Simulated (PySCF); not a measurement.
# From a computed spectrum to the compound

A species of 7 atoms with charge 0 has these harmonic modes (PBE0, small Gaussian bases with core potentials, PySCF 2.14.0):

```csv
cm⁻¹,km/mol,symmetry
49,0.5,a''
88,34.3,a'
154,74.5,a'
160,5.3,a''
195,3.6,a'
200,27.1,a''
302,271.0,a'
324,18.5,a'
474,30.1,a''
597,12.2,a'
632,212.1,a''
636,200.2,a'
1615,88.9,a'
3843,122.4,a'
3936,190.2,a''
```

Question: Which species is it, and in which structure?

Answer: YF3(H2O) (singlet):
```xyz
7

Y     0.0763   -0.1051    0.1051
F     0.9631    1.4732    0.9819
F    -1.0834   -1.2635    1.2635
F     0.9631   -0.9819   -1.4732
O    -1.2578    1.2883   -1.2883
H    -1.3280    2.2409   -1.1440
H    -1.3280    1.1440   -2.2409
```
Ideal gas at 298.15 K and 1 bar: S = 383.5 J/(mol K), Cp = 112.9 J/(mol K), H − H(0 K) = 24.3 kJ/mol (rigid rotor, harmonic modes, spin degeneracy alone; the modes under 60 cm⁻¹ make these uncertain). 
 The answer isn't unique; the calculation gave this one.
